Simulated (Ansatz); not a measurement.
Ge₁₀H₁₄, a cluster with a defect cut from the lattice of germanium (two caps of one atom removed). Total charge 0; singlet. Geometry PBE-D4/def2-SVP.

Cartesian coordinates in Å:
```
Ge 0.673 2.285 -1.430
Ge 2.096 -0.009 1.522
Ge -1.586 1.552 1.674
Ge -2.811 0.019 -2.039
Ge -1.166 -2.285 1.071
Ge 1.091 -1.550 -2.032
Ge 0.726 1.945 0.988
Ge -0.392 0.354 -2.534
Ge 1.153 -1.953 0.377
Ge -2.533 -0.342 0.412
H 2.108 2.459 -2.014
H -0.127 3.584 -1.753
H 3.564 0.225 1.058
H 2.109 -0.249 3.061
H -2.429 2.836 1.408
H -1.684 1.231 3.196
H -1.280 -2.470 2.615
H -1.726 -3.575 0.400
H 2.510 -1.234 -2.595
H 0.571 -2.828 -2.756
H 1.287 3.218 1.697
H -0.211 0.616 -4.070
H 1.994 -3.232 0.686
H -3.939 -0.597 1.058
```

Single mean-field runs in def2-TZVP are fitted with def2-universal-jkfit. The restricted singlet is unstable towards broken spin symmetry in Hartree–Fock (as tested in another run); at HF/STO-3G this wasn't settled. At HF/def2-TZVP the restricted singlet is unstable: a solution with broken spin symmetry lies lower.

(1) Estimate the orbital energies around the gap (eV) in Ansatz with HF/STO-3G, HF/def2-TZVP, PBE-D4/def2-TZVP, r2SCAN-D4/def2-TZVP, PBE0-D4/def2-SVP.

Answers

(1) 
| orbital | HF/STO-3G | HF/def2-TZVP | PBE-D4/def2-TZVP | r2SCAN-D4/def2-TZVP | PBE0-D4/def2-SVP |
| --- | --- | --- | --- | --- | --- |
| HOMO−5 | -7.61 | -9.96 | -6.74 | -7.02 | -7.75 |
| HOMO−4 | -7.50 | -9.75 | -6.63 | -6.90 | -7.61 |
| HOMO−3 | -7.41 | -9.67 | -6.55 | -6.82 | -7.53 |
| HOMO−2 | -7.33 | -9.56 | -6.55 | -6.81 | -7.49 |
| HOMO−1 | -7.25 | -9.50 | -6.39 | -6.67 | -7.41 |
| HOMO | -5.38 | -8.19 | -5.46 | -5.68 | -6.33 |
| LUMO | 3.80 | -0.57 | -4.20 | -4.19 | -3.54 |
| LUMO+1 | 8.47 | 2.18 | -1.49 | -1.31 | -0.67 |
| LUMO+2 | 9.29 | 2.21 | -1.44 | -1.27 | -0.57 |
| LUMO+3 | 9.43 | 2.42 | -1.27 | -1.08 | -0.43 |
| LUMO+4 | 9.49 | 2.58 | -1.25 | -1.03 | -0.32 |
| LUMO+5 | 9.50 | 2.70 | -1.19 | -1.01 | -0.32 |
